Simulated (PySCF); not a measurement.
Sb(Br)(TeH)2 (BrH₂SbTe₂), SMILES [Br][Sb]([TeH])[TeH]. Atoms are numbered in the order given.

```xyz
6

Sb    -0.6762    -0.3821     0.7076
Br     1.5318    -0.8147     1.9155
Te    -0.2454     2.2192    -0.1391
H     -0.1165     2.7315     1.4426
Te    -0.0982    -1.2990    -1.8408
H     -1.1405    -2.5811    -1.6169
```

Geometry optimised at PBE0-D3(BJ)/def2-SVP. The structure was generated by enumeration; whether it is a known compound was not checked. The def2 effective core potentials stand for the cores of Sb, Te; spin–orbit coupling is left out.

Computed with PBE/def2-TZVP in PySCF.

ESP charges are fitted to the potential on shells at 1.4 to 2.0 van der Waals radii. Atomic charges (e):

| atom | ESP fit | Mulliken |
|---|---|---|
| Sb1 | 0.16 | 0.40 |
| Br2 | -0.18 | -0.29 |
| Te3 | -0.09 | -0.13 |
| H4 | 0.09 | 0.07 |
| Te5 | -0.05 | -0.12 |
| H6 | 0.07 | 0.07 |
